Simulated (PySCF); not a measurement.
Spectrum to structure. Computed with PySCF 2.14.0, density-fitted response routines, TDDFT wB97X-D/def2-SVPD, vertical, gas phase, core orbitals frozen in the response. Geometries: PBE0-D3(BJ)/def2-SVP, one conformer each.

| state | λ (nm) | f |
| --- | --- | --- |
| S1 | 172.2 | 0.023 |
| S2 | 161.8 | 0.014 |
| S3 | 160.3 | 0.026 |
| S4 | 158.7 | 0.032 |
| S5 | 154.9 | 0.017 |
| S6 | 154.2 | 0.0030 |
| S7 | 153.4 | 0.0033 |
| S8 | 150.0 | 0.0039 |
| S9 | 148.3 | 0.017 |
| S10 | 145.1 | 0.015 |

Triplets computed (Tamm–Dancoff): 6.41, 6.81, 6.96, 7.06 eV.

Orbital energies (eV): HOMO-3 -11.35, HOMO-2 -11.20, HOMO-1 -10.38, HOMO -10.10, LUMO 1.65, LUMO+1 1.95, LUMO+2 2.55.

Problem. Which structure fits? All have the formula C5H9NSi.
A. `C#C[C@@H]1CC[Si@H]1N`
B. `C1=C([Si@@H](N)C=C1)C`
C. `N#CC[C@@H]1CC[SiH2]1`
D. `C=N[Si@@H](C)C#CC`
E. `C[SiH2]n1cccc1`

Solution. C. Its S1, at 7.20 eV, is the highest among the candidates; the nearest of the others has S1 at 6.18 eV. S1 is HOMO→LUMO (86%). Löwdin shares by element: HOMO carbon 42% or more, silicon 20%, hydrogen 7% or more (atoms not listed hold the other 32%); LUMO silicon 28%, hydrogen 19% or more, carbon 9% or more (atoms not listed hold the other 44%). At the same level the other candidates give, for their lowest levels:
- `C[SiH2]n1cccc1`: 201 nm (f 0.039); 197 nm (f 0.058); 191 nm (f 0.038); 183 nm (f 0.048); 177 nm (f 0.026); T1 4.28 eV; HOMO -7.96, LUMO 2.02 eV
- `CC1=CC=C[Si@@H]1N`: 300 nm (f 0.059); 253 nm (f 0.018); 203 nm (f 0.009); 191 nm (f 0.036); 189 nm (f 0.013); T1 2.61 eV; HOMO -8.12, LUMO 0.38 eV
- `C#C[C@@H]1CC[Si@H]1N`: 204 nm (f 0.005); 191 nm (f 0.053); 189 nm (f 0.002); 183 nm (f 0.007); 179 nm (f 0.009); T1 5.28 eV; HOMO -8.47, LUMO 2.03 eV
- `C=N[Si@@H](C)C#CC`: 299 nm (f 0.000); 211 nm (f 0.001); 201 nm (f 0.006); 200 nm (f 0.001); 183 nm (f 0.035); T1 3.57 eV; HOMO -8.86, LUMO 1.05 eV

Shape of the structure used: `[N:1]#[C:2][CH2:3][C@@H:4]1[CH2:5][CH2:6][SiH2:7]1`: C2–C3–C4–C5 175°.
